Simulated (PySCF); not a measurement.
B(Me)(Et)(NH2) (C3H10BN), SMILES CCB(N)C.

Coordinates come from a r2SCAN-D4/def2-SVP optimisation. The values are those of a single conformer.

These are PySCF with r2SCAN/def2-TZVP values and carry that method's errors.

Computed frontier levels, gap, dipole moment and polarisability:
```yaml
highest_occupied_level: -6.95 eV
lowest_empty_level: 0.58 eV
orbital_gap: 7.53 eV
dipole_moment: 1.15 D
quadrupole, principal values (traceless, Buckingham form, about the centre of nuclear charge): -2.39, -2.14, 4.53 D·Å
mean_static_polarisability: 60.4 bohr³ (8.95 Å³)
polarisability_principal_values: 50.0, 63.9, 67.3 bohr³
```
